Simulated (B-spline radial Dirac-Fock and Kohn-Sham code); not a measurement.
**Photoionisation of copper ions at Ag Lα (2984.4 eV)**

Level of theory: a relativistic central-field model (Hartree-Slater potential of the initial state, Latter tail, multipole expansion of the photon field, Dirac-Fock thresholds); a radial B-spline solver. Cross sections in kb; a dash marks an empty subshell or a threshold above the photon energy.

```
  ion  configuration  total    2s  2p1/2  2p3/2  3p1/2   3d3/2
 Cu⁵⁺       [Ar] 3d6  81.18  22.0   17.0   32.1   2.09   0.213
Cu¹⁰⁺       [Ar] 3d1  82.97  22.2   17.0   32.2   2.52  0.0534
Cu¹¹⁺   [Ne] 3s2 3p6  83.35  22.2   17.0   32.2   2.62       –
Cu²¹⁺   [He] 2s2 2p4  63.60  25.0   13.3   25.3      –       –
Cu²⁵⁺       [He] 2s2  27.89  27.9      –      –      –       –
```

Values without a named source are computed, but for edge energies of neutral atoms, which are taken from tables.
